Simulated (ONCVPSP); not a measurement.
## An all-electron radial function and its pseudo partner (B (Z = 5))

Columns: radius, all-electron u(r) and pseudo u(r) of the 2p shell (level -4.02 eV) of boron in the configuration [He] 2s1 2p2; PBEsol, scalar-relativistic, ONCV scheme, ONCVPSP 4.0.1.

```
r (bohr)  all-electron  pseudo
   0.175        0.0714  0.0236
   0.350        0.1994  0.0905
   0.525        0.3246  0.1898
   0.700        0.4291  0.3066
   0.875        0.5102  0.4250
   1.050        0.5690  0.5306
   1.225        0.6070  0.6129
   1.400        0.6270  0.6654
   1.575        0.6327  0.6870
   1.750        0.6271  0.6816
   1.925        0.6130  0.6568
   2.100        0.5927  0.6216
   2.275        0.5680  0.5834
   2.450        0.5405  0.5469
   2.625        0.5113  0.5132
   2.800        0.4813  0.4816
   2.975        0.4510  0.4511
   3.150        0.4212  0.4212
   3.325        0.3921  0.3921
   3.500        0.3640  0.3640
   3.675        0.3372  0.3372
   3.850        0.3117  0.3117
   4.025        0.2877  0.2877
   4.200        0.2652  0.2652
   4.375        0.2442  0.2442
   4.550        0.2246  0.2246
```

Task: How many radial nodes do the two functions have?

Result: The all-electron 2p function has n − l − 1 = 0; the pseudo-wave has 0.

Task: At about which radius was the pseudo-wave matched?

Result: 3.25 bohr. The columns agree to 0.0005 from 2.80 bohr on; several derivatives are matched, so the curves merge somewhat inside the radius.

Task: Is the pseudo-wave norm-conserving?

Result: Yes: the ONCV scheme keeps the norm inside the radius equal to the all-electron one, which fixes the energy derivative of the logarithmic derivative at the level.
